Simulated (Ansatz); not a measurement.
The cluster Ge₂Se₃⁻, relaxed as a doublet with UKS r2SCAN-D4/def2-SVPD in Ansatz, starting from the GFN2-xTB geometry. Force threshold 0.02 eV/Å.

The relaxation made no stability test and no search for a lower SCF solution. The structure comes from a short search, and lower isomers may exist.

Start:

```xyz
5

Ge   -1.082   -1.150   -1.097
Ge    0.541    1.015    0.522
Se    0.735    0.152   -1.946
Se   -1.984    0.289    0.585
Se    1.790   -0.307    1.936
```

Q: Estimate the energy that the relaxation releases and the steps that it takes.

A: 27.8 kJ/mol, in 12 steps; 2 min on 4 threads of Arm Neoverse V1 on a shared host. No frequencies were taken in this run, so the end may be a saddle point.

Q: Does the start keep its bonding and symmetry?

A: By distances, no bond broke or formed. The bond that changes most is Ge2–Se4, from 2.63 to 2.49 Å (atoms count from 1). The end is the same structure that another start reached. Point group Cs at the start, Cs at the end, both within 0.05 Å.

Q: Predict the relaxed structure.

A: 
```xyz
5

Ge   -1.527   -0.694   -1.601
Ge    0.540    0.779    0.537
Se    0.794   -0.185   -1.743
Se   -1.801   -0.053    0.675
Se    1.994    0.152    2.131
```
Bond lengths: 5 × Ge–Se 2.25 to 2.49 Å.
